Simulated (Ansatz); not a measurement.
Ideal-gas functions of `F[C]1=[CH][GeH2]1` at 400 K and 1 bar, from an Ansatz frequency run at PBE0-D4/def2-TZVP.

Molar mass 118.65 g/mol, point group Cs (symmetry number 1), electronic degeneracy 1, moments of inertia 32.827, 174.937, 201.093 u Å². Harmonic wavenumbers (cm⁻¹, unscaled): 297, 329, 537, 551, 577, 611, 635, 820, 873, 987, 1165, 1702, 2162, 2164, 3234.

Use S(trans) = R[1.5 ln M + 2.5 ln T − 1.1517]; rotational temperatures θ = 24.2544 K / I; S(rot) = R[ln(√π/σ · √(T³/θAθBθC)) + 1.5]; for each mode x = 1.438777 ν̃/T, S = R[x/(eˣ − 1) − ln(1 − e⁻ˣ)] and H = RT x/(eˣ − 1); 1 cm⁻¹ = 0.0119627 kJ/mol; R = 8.31446 J/(mol·K).

**Question.** By hand: the entropy, in J/(mol·K).

**Answer.** Translation 174.5. Rotation: θ = 0.7389, 0.1386, 0.1206 K, giving 110.2. Vibration, mode by mode: 8.15, 7.38, 4.02, 3.87, 3.59, 3.26, 3.05, 1.80, 1.55, 1.12, 0.66, 0.13, 0.03, 0.03, 0.00, in all 38.6. Electronic 0.0. Sum 323.3 J/(mol·K).

**Question.** By hand: H − E and G − E in kJ/mol, counted from the electronic energy.

**Answer.** Zero-point energy ½ × 16644 × 0.0119627 = 99.6; thermal vibration 10.1; translation, rotation and pV give 4 RT = 13.3. H − E = 123.0 kJ/mol, and G − E = 123.0 − 400 × 323.3/1000 = -6.3 kJ/mol.

Vibration gives 12 % of the entropy.
